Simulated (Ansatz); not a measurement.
Consider the hydrogen abstraction from a Ge–H bond: `[GeH3][Br]` + Cl• → `[GeH2][Br]`• + HCl.

Computed with Ansatz on PBE0-D4/def2-TZVP structures; ΔE is electronic, products minus reactants. CCSD(T)/CBS is the MP2 limit (def2-TZVPP, def2-QZVPP) plus CCSD(T) − MP2 in def2-TZVPP, frozen cores. This one scheme is used for every species, atoms too. DFT in def2-TZVPP. B3LYP here is the variant with VWN-RPA as its local correlation; programs differ in this. HSE06 is defined as in plane-wave codes. Open shells (•) are unrestricted, without spin–orbit coupling. Spin–orbit coupling would lower the free atoms: a little for Cl. For Br, Ge outer-core shells are correlated without core-valence functions, so the limit isn't a true one: a few kJ/mol of doubt a bond, and 10 to 20 or more in all where bonds break to atoms. Scalar relativity is left out up to krypton.

```json
{"level": "LDA (SPW92)", "ΔE (kcal/mol)": "-28.0", "difference from CCSD(T)/CBS": "-10.2"}
{"level": "PBE-D4", "ΔE (kcal/mol)": "-23.7", "difference from CCSD(T)/CBS": "-5.9"}
{"level": "BLYP-D4", "ΔE (kcal/mol)": "-21.2", "difference from CCSD(T)/CBS": "-3.4"}
{"level": "r2SCAN-D4", "ΔE (kcal/mol)": "-21.7", "difference from CCSD(T)/CBS": "-3.9"}
{"level": "B97M-V", "ΔE (kcal/mol)": "-19.8", "difference from CCSD(T)/CBS": "-2.0"}
{"level": "PBE0-D4", "ΔE (kcal/mol)": "-20.8", "difference from CCSD(T)/CBS": "-3.0"}
{"level": "B3LYP-D4", "ΔE (kcal/mol)": "-19.3", "difference from CCSD(T)/CBS": "-1.5"}
{"level": "r2SCANh-D4", "ΔE (kcal/mol)": "-20.9", "difference from CCSD(T)/CBS": "-3.1"}
{"level": "r2SCAN0-D4", "ΔE (kcal/mol)": "-19.7", "difference from CCSD(T)/CBS": "-1.9"}
{"level": "HSE06-D4", "ΔE (kcal/mol)": "-21.0", "difference from CCSD(T)/CBS": "-3.2"}
{"level": "BHLYP-D4", "ΔE (kcal/mol)": "-15.5", "difference from CCSD(T)/CBS": "2.3"}
{"level": "CAM-B3LYP-D4", "ΔE (kcal/mol)": "-17.8", "difference from CCSD(T)/CBS": "0.0"}
{"level": "ωB97X-V", "ΔE (kcal/mol)": "-17.4", "difference from CCSD(T)/CBS": "0.4"}
{"level": "ωB97M-V", "ΔE (kcal/mol)": "-20.3", "difference from CCSD(T)/CBS": "-2.5"}
{"level": "B2PLYP", "ΔE (kcal/mol)": "-18.4", "difference from CCSD(T)/CBS": "-0.6"}
{"level": "PBE-QIDH", "ΔE (kcal/mol)": "-18.7", "difference from CCSD(T)/CBS": "-0.9"}
{"level": "PBE", "ΔE (kcal/mol)": "-23.9", "difference from CCSD(T)/CBS": "-6.1"}
{"level": "revPBE", "ΔE (kcal/mol)": "-23.0", "difference from CCSD(T)/CBS": "-5.2"}
{"level": "BLYP", "ΔE (kcal/mol)": "-21.5", "difference from CCSD(T)/CBS": "-3.7"}
{"level": "r2SCAN", "ΔE (kcal/mol)": "-21.7", "difference from CCSD(T)/CBS": "-3.9"}
{"level": "PBE0", "ΔE (kcal/mol)": "-20.9", "difference from CCSD(T)/CBS": "-3.1"}
{"level": "B3LYP", "ΔE (kcal/mol)": "-19.5", "difference from CCSD(T)/CBS": "-1.7"}
{"level": "r2SCANh", "ΔE (kcal/mol)": "-20.9", "difference from CCSD(T)/CBS": "-3.1"}
{"level": "r2SCAN0", "ΔE (kcal/mol)": "-19.7", "difference from CCSD(T)/CBS": "-1.9"}
{"level": "HSE06", "ΔE (kcal/mol)": "-21.1", "difference from CCSD(T)/CBS": "-3.3"}
{"level": "BHLYP", "ΔE (kcal/mol)": "-15.6", "difference from CCSD(T)/CBS": "2.2"}
{"level": "CAM-B3LYP", "ΔE (kcal/mol)": "-17.9", "difference from CCSD(T)/CBS": "-0.1"}
{"level": "LC-ωPBE", "ΔE (kcal/mol)": "-17.6", "difference from CCSD(T)/CBS": "0.2"}
{"level": "RPA@PBE/def2-TZVPP", "ΔE (kcal/mol)": "-11.4", "difference from CCSD(T)/CBS": "6.4"}
{"level": "HF/def2-SVP", "ΔE (kcal/mol)": "-6.1", "difference from CCSD(T)/CBS": "11.7"}
{"level": "MP2/def2-SVP", "ΔE (kcal/mol)": "-14.8", "difference from CCSD(T)/CBS": "3.0"}
{"level": "HF/def2-TZVPP", "ΔE (kcal/mol)": "-8.3", "difference from CCSD(T)/CBS": "9.5"}
{"level": "MP2/def2-TZVPP", "ΔE (kcal/mol)": "-19.1", "difference from CCSD(T)/CBS": "-1.3"}
{"level": "SCS-MP2/def2-TZVPP", "ΔE (kcal/mol)": "-16.4", "difference from CCSD(T)/CBS": "1.4"}
{"level": "CCSD/def2-TZVPP", "ΔE (kcal/mol)": "-15.3", "difference from CCSD(T)/CBS": "2.5"}
{"level": "MP2/def2-QZVPP", "ΔE (kcal/mol)": "-19.9", "difference from CCSD(T)/CBS": "-2.1"}
{"level": "SCS-MP2/def2-QZVPP", "ΔE (kcal/mol)": "-17.1", "difference from CCSD(T)/CBS": "0.7"}
{"level": "HF/CBS(def2)", "ΔE (kcal/mol)": "-8.5", "difference from CCSD(T)/CBS": "9.3"}
{"level": "MP2/CBS(def2)", "ΔE (kcal/mol)": "-20.3", "difference from CCSD(T)/CBS": "-2.5"}
{"level": "CCSD/CBS(def2)", "ΔE (kcal/mol)": "-16.5", "difference from CCSD(T)/CBS": "1.3"}
{"level": "CCSD(T)/CBS", "ΔE (kcal/mol)": "-17.8", "difference from CCSD(T)/CBS": "0"}
```

Largest T1 diagnostic among the species: 0.011.

From PBE to PBE0 (25 % exact exchange), in def2-TZVPP and without D4, ΔE moves by +3.0 kcal/mol. In def2-TZVPP, CCSD(T) changes the Hartree–Fock value by −8.2 kcal/mol (the triples alone add −1.2 kcal/mol) and MP2 by −10.8 kcal/mol. Leaving LDA and LC-ωPBE aside and taking each functional with its dispersion term where it has one, the values spread over 8.3 kcal/mol, from PBE-D4 to BHLYP-D4. LDA lies −4.1 kcal/mol from PBE without D4.

CCSD(T)/CBS has its own doubt, a few kJ/mol and more with outer-core shells, so smaller differences from it don't rank the levels.
